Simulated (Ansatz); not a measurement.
Relaxation of Te₉Pb₈⁻ (charge -1, doublet) with UKS PBE-D4/def2-SVP in Ansatz.

Positions (Å) and forces (eV/Å) at steps 19, 20, 22, 25, 26, 27, 28, 29, 30, 31, 32, 33, 34, 35, 36, 37, 40 of 40:

```xyz
17
step=19 energy=-107659.3213 eV
Pb    0.884    2.538    2.379    0.063    0.015    0.049
Pb    0.259    3.636   -1.484    0.002    0.091   -0.036
Pb   -0.522   -2.676    3.136   -0.048   -0.149   -0.009
Pb   -1.816    0.415    3.249   -0.090    0.104    0.154
Pb   -0.925   -0.651   -0.653    0.082   -0.046   -0.092
Pb   -4.340    0.646    0.237   -0.075    0.060   -0.038
Pb    3.497    0.226   -1.683   -0.025   -0.020    0.016
Pb    1.586   -3.764    0.643   -0.010   -0.029    0.003
Te    0.964    2.333   -3.989   -0.011   -0.014    0.002
Te    2.701    2.709    0.009   -0.002    0.000   -0.031
Te   -3.145   -1.849    1.771    0.014   -0.028    0.013
Te   -1.790    2.553    0.848   -0.053   -0.061   -0.017
Te   -3.483   -0.131   -2.332    0.057   -0.013    0.008
Te    0.950   -0.446   -3.130   -0.005   -0.019    0.048
Te    1.243   -0.478    2.293    0.070    0.076   -0.031
Te    3.783   -1.740    0.552    0.042    0.007   -0.047
Te    0.155   -3.322   -1.844   -0.011    0.025    0.009
17
step=20 energy=-107659.3174 eV rejected
Pb    0.884    2.537    2.420    0.084   -0.039   -0.010
Pb    0.173    3.642   -1.489    0.053   -0.041    0.030
Pb   -0.512   -2.720    3.076   -0.114    0.112   -0.062
Pb   -1.792    0.453    3.393    0.059   -0.028   -0.125
Pb   -0.879   -0.681   -0.635   -0.026    0.031    0.034
Pb   -4.384    0.691    0.090    0.280   -0.132   -0.088
Pb    3.497    0.222   -1.707   -0.051    0.003    0.050
Pb    1.614   -3.782    0.616    0.033    0.019    0.002
Te    0.905    2.304   -3.966   -0.012   -0.008   -0.042
Te    2.625    2.689   -0.017   -0.008    0.067   -0.024
Te   -3.186   -1.729    1.878    0.046    0.050   -0.077
Te   -1.786    2.495    0.921   -0.168   -0.052   -0.021
Te   -3.324   -0.072   -2.431   -0.051    0.018    0.219
Te    0.950   -0.484   -3.135   -0.026    0.017    0.075
Te    1.261   -0.467    2.318   -0.065   -0.043    0.054
Te    3.802   -1.732    0.530   -0.021   -0.043   -0.056
Te    0.152   -3.365   -1.860   -0.012    0.070    0.039
17
step=22 energy=-107659.3513 eV
Pb    0.927    2.521    2.396   -0.010    0.014   -0.036
Pb    0.174    3.652   -1.489    0.020   -0.016    0.000
Pb   -0.576   -2.720    3.031   -0.015   -0.025   -0.015
Pb   -1.792    0.460    3.363    0.005    0.021   -0.004
Pb   -0.843   -0.646   -0.622   -0.029    0.008    0.002
Pb   -4.317    0.680    0.085    0.020   -0.015    0.006
Pb    3.521    0.212   -1.670   -0.030   -0.001   -0.003
Pb    1.616   -3.804    0.636    0.000    0.030   -0.029
Te    0.823    2.333   -3.998    0.015   -0.031    0.048
Te    2.647    2.720   -0.046   -0.002    0.015   -0.007
Te   -3.210   -1.721    1.853    0.013   -0.001   -0.013
Te   -1.812    2.517    0.946   -0.015    0.018    0.008
Te   -3.325   -0.176   -2.406    0.042   -0.012    0.019
Te    0.962   -0.441   -3.115   -0.020    0.014   -0.010
Te    1.239   -0.474    2.361    0.011   -0.012    0.022
Te    3.815   -1.794    0.503   -0.011   -0.009    0.000
Te    0.152   -3.320   -1.829    0.007    0.005    0.010
17
step=25 energy=-107659.3587 eV
Pb    0.929    2.532    2.373   -0.008   -0.009   -0.010
Pb    0.178    3.653   -1.471    0.004    0.008   -0.002
Pb   -0.600   -2.742    2.985    0.040    0.002   -0.017
Pb   -1.789    0.482    3.391    0.002   -0.005   -0.005
Pb   -0.803   -0.634   -0.598   -0.006   -0.002   -0.011
Pb   -4.280    0.663    0.048    0.000    0.011   -0.007
Pb    3.496    0.197   -1.700    0.009   -0.001    0.002
Pb    1.619   -3.797    0.609    0.010   -0.003    0.009
Te    0.815    2.340   -3.981    0.006   -0.016    0.004
Te    2.656    2.710   -0.060    0.005   -0.001   -0.004
Te   -3.214   -1.691    1.857   -0.005   -0.001    0.021
Te   -1.839    2.540    0.985    0.003   -0.004    0.004
Te   -3.252   -0.252   -2.411    0.002    0.001    0.001
Te    0.932   -0.442   -3.133   -0.011    0.003   -0.004
Te    1.234   -0.462    2.449   -0.038    0.000    0.031
Te    3.797   -1.783    0.491   -0.006    0.004   -0.001
Te    0.120   -3.314   -1.833   -0.008    0.013   -0.012
17
step=26 energy=-107659.3636 eV
Pb    0.933    2.544    2.352    0.001   -0.023   -0.020
Pb    0.190    3.663   -1.463    0.004    0.002   -0.012
Pb   -0.617   -2.773    2.923    0.082    0.020   -0.029
Pb   -1.794    0.505    3.419   -0.004   -0.008    0.013
Pb   -0.774   -0.625   -0.587    0.034   -0.007   -0.002
Pb   -4.242    0.660    0.022   -0.011    0.005   -0.009
Pb    3.497    0.179   -1.732   -0.007   -0.015    0.018
Pb    1.635   -3.811    0.583    0.002    0.009   -0.004
Te    0.805    2.358   -3.980   -0.003   -0.016   -0.001
Te    2.663    2.689   -0.078    0.011    0.006    0.002
Te   -3.221   -1.665    1.874   -0.028    0.003    0.023
Te   -1.856    2.557    1.019    0.012   -0.003   -0.012
Te   -3.209   -0.338   -2.407   -0.018    0.017   -0.008
Te    0.914   -0.433   -3.151   -0.011    0.003    0.015
Te    1.204   -0.439    2.555   -0.066   -0.012    0.047
Te    3.770   -1.768    0.485    0.006    0.010   -0.003
Te    0.100   -3.303   -1.837   -0.004    0.010   -0.018
17
step=27 energy=-107659.3751 eV
Pb    0.941    2.554    2.331   -0.004   -0.053   -0.035
Pb    0.204    3.666   -1.464   -0.007    0.015   -0.021
Pb   -0.629   -2.804    2.849    0.126    0.056   -0.052
Pb   -1.805    0.532    3.456   -0.001   -0.013    0.010
Pb   -0.733   -0.621   -0.574    0.030   -0.006    0.003
Pb   -4.207    0.656    0.000   -0.006   -0.003   -0.018
Pb    3.488    0.155   -1.752    0.019   -0.009    0.015
Pb    1.652   -3.820    0.547    0.001   -0.008   -0.003
Te    0.783    2.377   -3.992    0.004   -0.037    0.011
Te    2.673    2.673   -0.094    0.017    0.006   -0.006
Te   -3.230   -1.636    1.894   -0.039    0.002    0.036
Te   -1.868    2.569    1.049    0.030   -0.004   -0.014
Te   -3.162   -0.416   -2.397   -0.030    0.033    0.000
Te    0.895   -0.423   -3.170   -0.025    0.001    0.017
Te    1.168   -0.413    2.678   -0.113   -0.012    0.104
Te    3.747   -1.755    0.490   -0.008    0.016   -0.015
Te    0.082   -3.294   -1.851    0.006    0.018   -0.033
17
step=28 energy=-107659.4120 eV
Pb    0.951    2.557    2.297    0.024   -0.104   -0.062
Pb    0.219    3.681   -1.466    0.003    0.005   -0.036
Pb   -0.640   -2.836    2.751    0.217    0.113   -0.079
Pb   -1.828    0.567    3.497   -0.017   -0.007    0.038
Pb   -0.687   -0.618   -0.553    0.054   -0.023   -0.015
Pb   -4.162    0.648   -0.020   -0.013   -0.005   -0.030
Pb    3.492    0.134   -1.792    0.002   -0.023    0.013
Pb    1.672   -3.842    0.502   -0.007    0.000   -0.028
Te    0.767    2.391   -3.996   -0.008   -0.016   -0.004
Te    2.684    2.653   -0.125    0.009    0.015    0.003
Te   -3.243   -1.607    1.920   -0.052   -0.002    0.042
Te   -1.879    2.585    1.082    0.049   -0.007   -0.035
Te   -3.108   -0.507   -2.382   -0.044    0.059    0.026
Te    0.875   -0.414   -3.188   -0.014   -0.007    0.047
Te    1.117   -0.379    2.863   -0.191   -0.028    0.179
Te    3.704   -1.735    0.481   -0.022    0.032   -0.009
Te    0.067   -3.281   -1.871    0.012   -0.002   -0.049
17
step=29 energy=-107659.4704 eV
Pb    0.961    2.550    2.264    0.051   -0.141   -0.047
Pb    0.239    3.693   -1.474   -0.003    0.004   -0.047
Pb   -0.634   -2.859    2.660    0.283    0.193   -0.077
Pb   -1.856    0.599    3.538   -0.065    0.018    0.048
Pb   -0.651   -0.625   -0.543    0.057   -0.031   -0.008
Pb   -4.130    0.645   -0.032   -0.021   -0.020   -0.023
Pb    3.489    0.113   -1.822    0.018   -0.006   -0.009
Pb    1.696   -3.856    0.451   -0.031   -0.003   -0.048
Te    0.756    2.405   -4.008   -0.012   -0.025    0.000
Te    2.700    2.640   -0.150    0.004   -0.002   -0.001
Te   -3.253   -1.584    1.950   -0.041   -0.010    0.035
Te   -1.883    2.591    1.102    0.069   -0.009   -0.063
Te   -3.070   -0.575   -2.368   -0.058    0.084    0.058
Te    0.856   -0.408   -3.205   -0.008    0.001    0.057
Te    1.061   -0.347    3.048   -0.228   -0.078    0.184
Te    3.669   -1.708    0.485   -0.061    0.047    0.001
Te    0.051   -3.274   -1.898    0.044   -0.022   -0.060
17
step=30 energy=-107659.5515 eV
Pb    0.976    2.518    2.243    0.064   -0.117   -0.012
Pb    0.260    3.702   -1.492   -0.009    0.000   -0.036
Pb   -0.602   -2.849    2.597    0.302    0.184   -0.044
Pb   -1.903    0.630    3.567   -0.089    0.020    0.004
Pb   -0.628   -0.643   -0.542    0.041   -0.038   -0.001
Pb   -4.119    0.643   -0.017   -0.031   -0.010    0.001
Pb    3.490    0.106   -1.854    0.027   -0.001   -0.010
Pb    1.707   -3.864    0.403   -0.023    0.009   -0.037
Te    0.759    2.405   -4.020   -0.016   -0.005   -0.016
Te    2.710    2.627   -0.168    0.010   -0.033   -0.013
Te   -3.247   -1.583    1.965   -0.042    0.009    0.054
Te   -1.866    2.586    1.092    0.069   -0.026   -0.056
Te   -3.063   -0.598   -2.343   -0.033    0.079    0.051
Te    0.846   -0.408   -3.217   -0.003   -0.007    0.051
Te    1.005   -0.325    3.233   -0.218   -0.089    0.131
Te    3.622   -1.671    0.489   -0.091    0.054    0.018
Te    0.053   -3.276   -1.938    0.042   -0.030   -0.085
17
step=31 energy=-107659.6638 eV
Pb    1.009    2.460    2.238    0.038   -0.023   -0.013
Pb    0.276    3.705   -1.522   -0.001   -0.018   -0.016
Pb   -0.515   -2.800    2.550    0.114    0.018   -0.046
Pb   -1.987    0.666    3.582   -0.038    0.017   -0.075
Pb   -0.610   -0.692   -0.538   -0.002   -0.024   -0.004
Pb   -4.133    0.640    0.029   -0.012    0.007    0.077
Pb    3.510    0.106   -1.887    0.000   -0.017    0.013
Pb    1.703   -3.866    0.348    0.042    0.027   -0.019
Te    0.762    2.398   -4.042   -0.011    0.005   -0.009
Te    2.715    2.603   -0.188    0.031   -0.044   -0.029
Te   -3.234   -1.603    1.992   -0.011    0.023    0.072
Te   -1.812    2.557    1.044    0.036   -0.039    0.007
Te   -3.074   -0.550   -2.306    0.025    0.009   -0.013
Te    0.849   -0.413   -3.211    0.004    0.010   -0.011
Te    0.924   -0.313    3.407   -0.121    0.024    0.147
Te    3.533   -1.603    0.516   -0.106    0.031    0.021
Te    0.084   -3.293   -2.014    0.011   -0.006   -0.102
17
step=32 energy=-107659.7297 eV
Pb    1.040    2.442    2.222    0.005   -0.069    0.069
Pb    0.299    3.691   -1.534   -0.008    0.013   -0.003
Pb   -0.451   -2.788    2.491    0.037    0.132    0.059
Pb   -2.051    0.708    3.580   -0.045    0.029   -0.017
Pb   -0.591   -0.727   -0.541    0.008   -0.021   -0.021
Pb   -4.116    0.622    0.075   -0.016   -0.020    0.032
Pb    3.511    0.077   -1.908    0.015   -0.012    0.013
Pb    1.712   -3.869    0.286    0.040    0.013   -0.057
Te    0.754    2.409   -4.066    0.003    0.003   -0.008
Te    2.737    2.566   -0.210    0.036   -0.042   -0.048
Te   -3.228   -1.618    2.046    0.039   -0.013    0.031
Te   -1.779    2.547    1.028    0.045   -0.039   -0.020
Te   -3.063   -0.547   -2.284   -0.010    0.020    0.033
Te    0.841   -0.402   -3.228    0.004    0.017   -0.012
Te    0.841   -0.278    3.576   -0.090   -0.014   -0.013
Te    3.435   -1.538    0.563   -0.102    0.016    0.003
Te    0.106   -3.293   -2.096    0.039   -0.012   -0.039
17
step=33 energy=-107659.7703 eV
Pb    1.091    2.424    2.241   -0.005   -0.025   -0.053
Pb    0.355    3.741   -1.524    0.011    0.021    0.047
Pb   -0.401   -2.749    2.501   -0.048    0.075    0.034
Pb   -2.093    0.779    3.568    0.001   -0.008   -0.082
Pb   -0.597   -0.782   -0.551    0.034   -0.013   -0.028
Pb   -4.134    0.568    0.105    0.024   -0.013    0.017
Pb    3.508    0.054   -1.905   -0.002   -0.013    0.029
Pb    1.684   -3.882    0.232    0.017   -0.006   -0.081
Te    0.736    2.463   -4.055    0.006    0.007   -0.046
Te    2.782    2.547   -0.219    0.025   -0.011    0.013
Te   -3.217   -1.620    2.119    0.020   -0.022    0.074
Te   -1.669    2.436    0.904   -0.031    0.044    0.051
Te   -3.106   -0.616   -2.251   -0.034   -0.004    0.012
Te    0.829   -0.350   -3.233   -0.010   -0.012   -0.020
Te    0.780   -0.241    3.671   -0.025   -0.010    0.015
Te    3.281   -1.481    0.608   -0.039    0.007    0.012
Te    0.172   -3.291   -2.211    0.055   -0.018    0.006
17
step=34 energy=-107659.7788 eV
Pb    1.115    2.371    2.166    0.019    0.095    0.041
Pb    0.451    3.790   -1.491    0.033    0.010   -0.035
Pb   -0.365   -2.688    2.502   -0.093   -0.043    0.002
Pb   -2.127    0.821    3.482    0.017    0.000    0.044
Pb   -0.603   -0.818   -0.574    0.005   -0.068   -0.115
Pb   -4.138    0.494    0.197   -0.018    0.021   -0.007
Pb    3.504    0.010   -1.880    0.006   -0.036    0.064
Pb    1.665   -3.905    0.165    0.028    0.054   -0.020
Te    0.732    2.541   -4.055   -0.006   -0.043    0.042
Te    2.894    2.545   -0.237   -0.001   -0.027   -0.024
Te   -3.250   -1.686    2.238    0.108    0.046    0.012
Te   -1.627    2.423    0.788   -0.020   -0.086    0.063
Te   -3.190   -0.698   -2.180    0.038   -0.040    0.003
Te    0.827   -0.300   -3.251   -0.042    0.086    0.023
Te    0.734   -0.204    3.768   -0.080    0.042   -0.067
Te    3.110   -1.423    0.691   -0.006   -0.042   -0.079
Te    0.269   -3.274   -2.329    0.012    0.030    0.054
17
step=35 energy=-107659.7949 eV
Pb    1.121    2.434    2.173   -0.035   -0.059    0.023
Pb    0.471    3.795   -1.468    0.020   -0.002   -0.033
Pb   -0.379   -2.710    2.482   -0.026    0.093    0.004
Pb   -2.163    0.877    3.533    0.064   -0.038   -0.037
Pb   -0.601   -0.844   -0.602   -0.023   -0.041   -0.018
Pb   -4.139    0.482    0.195    0.021   -0.002   -0.006
Pb    3.508   -0.013   -1.879   -0.014   -0.009    0.037
Pb    1.676   -3.924    0.138    0.003    0.025    0.005
Te    0.728    2.562   -4.044   -0.010   -0.021    0.049
Te    2.908    2.524   -0.232   -0.010   -0.007    0.001
Te   -3.231   -1.647    2.278   -0.002    0.019    0.008
Te   -1.626    2.397    0.806   -0.022   -0.009    0.014
Te   -3.209   -0.761   -2.168    0.037   -0.023    0.018
Te    0.825   -0.276   -3.259   -0.010    0.051    0.005
Te    0.685   -0.175    3.725    0.011    0.025   -0.049
Te    3.115   -1.450    0.679    0.001   -0.020   -0.015
Te    0.308   -3.272   -2.358   -0.003    0.017   -0.006
17
step=36 energy=-107659.7890 eV rejected
Pb    1.116    2.438    2.167   -0.032    0.057   -0.057
Pb    0.508    3.826   -1.442    0.007    0.036    0.073
Pb   -0.466   -2.613    2.448    0.051   -0.146    0.082
Pb   -2.123    0.907    3.521    0.059    0.046    0.005
Pb   -0.616   -0.936   -0.601   -0.059    0.182   -0.026
Pb   -4.153    0.453    0.170   -0.035    0.034   -0.011
Pb    3.524   -0.005   -1.848    0.004    0.005   -0.041
Pb    1.594   -3.886    0.127    0.104   -0.100    0.034
Te    0.706    2.619   -4.015    0.011   -0.037   -0.013
Te    2.940    2.526   -0.205   -0.006    0.001    0.013
Te   -3.317   -1.592    2.358   -0.037    0.020    0.003
Te   -1.617    2.339    0.754   -0.026    0.040    0.035
Te   -3.231   -0.952   -2.113   -0.044   -0.011   -0.003
Te    0.826   -0.204   -3.220    0.005    0.014   -0.088
Te    0.738   -0.159    3.672   -0.024   -0.014    0.032
Te    3.211   -1.525    0.663   -0.055   -0.036    0.035
Te    0.360   -3.237   -2.435    0.078   -0.090   -0.073
17
step=37 energy=-107659.8077 eV
Pb    1.100    2.441    2.169    0.003    0.003   -0.017
Pb    0.489    3.824   -1.445    0.008    0.004    0.017
Pb   -0.413   -2.666    2.468    0.006   -0.005   -0.005
Pb   -2.116    0.897    3.528    0.008    0.001   -0.001
Pb   -0.614   -0.882   -0.614   -0.016    0.007   -0.014
Pb   -4.152    0.476    0.172    0.013    0.002   -0.004
Pb    3.499   -0.020   -1.856   -0.002    0.001   -0.009
Pb    1.649   -3.930    0.141   -0.004    0.003   -0.016
Te    0.715    2.591   -4.013   -0.013   -0.005   -0.005
Te    2.913    2.518   -0.214   -0.009   -0.008    0.022
Te   -3.259   -1.604    2.308   -0.020    0.012    0.016
Te   -1.638    2.381    0.781   -0.011    0.006   -0.005
Te   -3.227   -0.857   -2.148    0.011   -0.016    0.009
Te    0.819   -0.242   -3.256    0.010    0.014    0.014
Te    0.729   -0.169    3.689    0.007    0.008   -0.007
Te    3.148   -1.498    0.680    0.006   -0.001    0.022
Te    0.357   -3.259   -2.392    0.004   -0.026   -0.016
17
step=40 energy=-107659.8158 eV
Pb    1.080    2.475    2.136    0.009    0.001   -0.001
Pb    0.563    3.882   -1.369   -0.012   -0.001    0.002
Pb   -0.437   -2.614    2.422    0.007   -0.014   -0.002
Pb   -2.085    0.991    3.522   -0.008   -0.010   -0.003
Pb   -0.641   -0.945   -0.661   -0.020    0.018   -0.009
Pb   -4.168    0.436    0.162    0.009   -0.013   -0.002
Pb    3.494   -0.061   -1.809   -0.002    0.002   -0.010
Pb    1.621   -3.958    0.086   -0.004    0.002   -0.012
Te    0.658    2.662   -3.949    0.004   -0.001    0.008
Te    2.969    2.490   -0.178   -0.003    0.000    0.004
Te   -3.287   -1.529    2.412   -0.002    0.020   -0.001
Te   -1.641    2.347    0.701    0.008   -0.002   -0.017
Te   -3.295   -1.062   -2.087    0.009    0.007    0.019
Te    0.824   -0.177   -3.254   -0.001   -0.006    0.001
Te    0.741   -0.132    3.644   -0.001    0.007    0.006
Te    3.139   -1.558    0.721   -0.004   -0.008    0.004
Te    0.466   -3.246   -2.499    0.011   -0.002    0.012
```

In the def2 sets Pb, Te take a core potential; there is no spin–orbit coupling. Single mean-field runs in def2-SVP are fitted with def2-universal-jkfit. Another isomer (doublet) lies 1.65 eV lower at PBE0-D4/def2-SVP; other spin states weren't run for this one.
